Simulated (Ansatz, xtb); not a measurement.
**Relative energy of two isomers of C4H5BrN2**

Structure I: `Nc1c[nH]cc1Br`, a singlet. Structure II: `Nn1ccc(Br)c1`, a singlet. Both are isolated molecules in the gas phase, relaxed with B3LYP/def2-SVP; the shapes shown needn't be the lowest conformers.

I (Å):

```yaml
atoms:
  - { symbol: C, position_ang: [-0.8345, -0.8516, -1.0829] }
  - { symbol: C, position_ang: [0.5162, -0.5365, -1.1589] }
  - { symbol: C, position_ang: [-0.0095, -1.5609, -3.0978] }
  - { symbol: C, position_ang: [-1.1525, -1.4985, -2.3188] }
  - { symbol: Br, position_ang: [-2.8665, -2.1349, -2.7986] }
  - { symbol: N, position_ang: [-1.7085, -0.6567, -0.0128] }
  - { symbol: N, position_ang: [0.9915, -0.9725, -2.3817] }
  - { symbol: H, position_ang: [-1.5124, 0.1725, 0.5390] }
  - { symbol: H, position_ang: [-2.6855, -0.6773, -0.2929] }
  - { symbol: H, position_ang: [1.1652, -0.0519, -0.4340] }
  - { symbol: H, position_ang: [1.9463, -0.8726, -2.6971] }
  - { symbol: H, position_ang: [0.1419, -1.9715, -4.0922] }
```

II (Å):

```xyz
12

C     0.5580   -0.3438   -1.5075
C     0.9136   -1.3277   -2.4110
C    -0.2533   -2.1138   -2.6297
C    -1.2807   -1.5971   -1.8638
Br   -0.3870   -3.6127   -3.7714
N    -1.4398    0.3158   -0.2918
N    -0.7642   -0.5141   -1.1841
H    -1.7986   -0.2376    0.4877
H    -2.2322    0.7545   -0.7632
H     1.1266    0.4680   -1.0609
H     1.8906   -1.4730   -2.8651
H    -2.3165   -1.9068   -1.7503
```

Q: Estimate E(II) − E(I) at the level CCSD(T)/def2-SVP + ΔMP2/def2-TZVPP.

A: Calculated at CCSD(T)/def2-SVP + ΔMP2/def2-TZVPP: E(II) − E(I) = +0.941 eV, so structure I lies lower.

Level by level:

```json
{"level": "GFN2-xTB", "geometry": "GFN2-xTB", "E(II) − E(I) (eV)": "+0.743", "departure from the last row (eV)": "−0.198", "job, with rough time for the two": "optimisation, 0.12 s"}
{"level": "HF/STO-3G", "geometry": "GFN2-xTB", "E(II) − E(I) (eV)": "+0.587", "departure from the last row (eV)": "−0.355", "job, with rough time for the two": "single point, 0.72 s"}
{"level": "r2SCAN-D4/def2-SVP", "geometry": "GFN2-xTB", "E(II) − E(I) (eV)": "+1.014", "departure from the last row (eV)": "+0.073", "job, with rough time for the two": "single point, 7.8 s"}
{"level": "B3LYP/def2-SVP", "geometry": "B3LYP/def2-SVP", "E(II) − E(I) (eV)": "+0.943", "departure from the last row (eV)": "+0.002", "job, with rough time for the two": "optimisation, 57 s"}
{"level": "HF/def2-SVP", "geometry": "B3LYP/def2-SVP", "E(II) − E(I) (eV)": "+0.925", "departure from the last row (eV)": "−0.016", "job, with rough time for the two": "part of the CCSD(T) run"}
{"level": "MP2/def2-SVP", "geometry": "B3LYP/def2-SVP", "E(II) − E(I) (eV)": "+0.950", "departure from the last row (eV)": "+0.008", "job, with rough time for the two": "part of the CCSD(T) run"}
{"level": "CCSD(T)/def2-SVP", "geometry": "B3LYP/def2-SVP", "E(II) − E(I) (eV)": "+0.891", "departure from the last row (eV)": "−0.050", "job, with rough time for the two": "single point"}
{"level": "CCSD(T)/def2-SVP + ΔMP2/def2-TZVPP", "geometry": "B3LYP/def2-SVP", "E(II) − E(I) (eV)": "+0.941", "departure from the last row (eV)": "", "job, with rough time for the two": "single point, 2.7 min"}
```

As drawn, II has 1 N–N, 1 C–H in place of 1 C–N, 1 N–H.

None of the levels shown reverses the order. The largest departure from CCSD(T)/def2-SVP + ΔMP2/def2-TZVPP is that of HF/STO-3G, 0.355 eV. The last row adds to CCSD(T) the change of the MP2 difference between the two basis sets, here +0.050 eV.

With thermal terms from frequencies at re-optimised GFN2-xTB minima (ideal gas, soft modes damped towards free rotors, one conformer each, 298.15 K, 1 atm): on the last row, ΔE + ΔZPE = +0.923, ΔH = +0.932, ΔG = +0.895 eV.

The correlated steps freeze 15 core orbitals; the filled d shell of Br is correlated, in a basis made for valence electrons. Programs: Ansatz 0.2.0, xtb 6.7.1; the last row on 2 threads of Arm Neoverse V2 on a shared host.
